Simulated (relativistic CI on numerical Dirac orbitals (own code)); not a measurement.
# Inner-shell lines of Xe¹⁸⁺

Method of calculation: Dirac-Coulomb-Breit CI, separate exchange-only KLI orbitals for each configuration, QED by a radiative potential, unscaled Slater integrals (own radial code, finite nucleus).

Configurations in the expansion (outside the closed core 1s2 2s2 3s2 3p6 3d10 4s2 4p6): 2p6, 2p5.4d, 2p5.5s, 2p5.5d. Levels of other configurations are missing.

The table holds the strongest lines. The upper levels have an inner-shell vacancy. Auger decay, open to those above the ionisation limit, is not computed, and radiative decays to configurations outside the model are missing too. Absolute energies can be off by a few tenths of a per cent, so close lines can change order. LS names give the leading component, which can be well under half, for lower levels too. Brackets number the levels in order of energy.

```
  λ (Å)              Upper         Lower   A (s⁻¹)  gA (s⁻¹)
2.58523   2p5.4d 3P°_1 [3]  2p6 1S_0 [1]  1.49e+11  4.46e+11
2.58103   2p5.4d 1P°_1 [9]  2p6 1S_0 [1]  9.40e+13  2.82e+14
2.50806  2p5.5s 1P°_1 [11]  2p6 1S_0 [1]  1.72e+12  5.17e+12
2.47576  2p5.5d 3P°_1 [13]  2p6 1S_0 [1]  7.80e+10  2.34e+11
 2.4743  2p5.5d 1P°_1 [19]  2p6 1S_0 [1]  3.59e+13  1.08e+14
2.42166  2p5.4d 3D°_1 [21]  2p6 1S_0 [1]  5.48e+13  1.64e+14
2.35521  2p5.5s 3P°_1 [25]  2p6 1S_0 [1]  6.42e+11  1.93e+12
2.32614  2p5.5d 3D°_1 [27]  2p6 1S_0 [1]  2.05e+13  6.14e+13
```
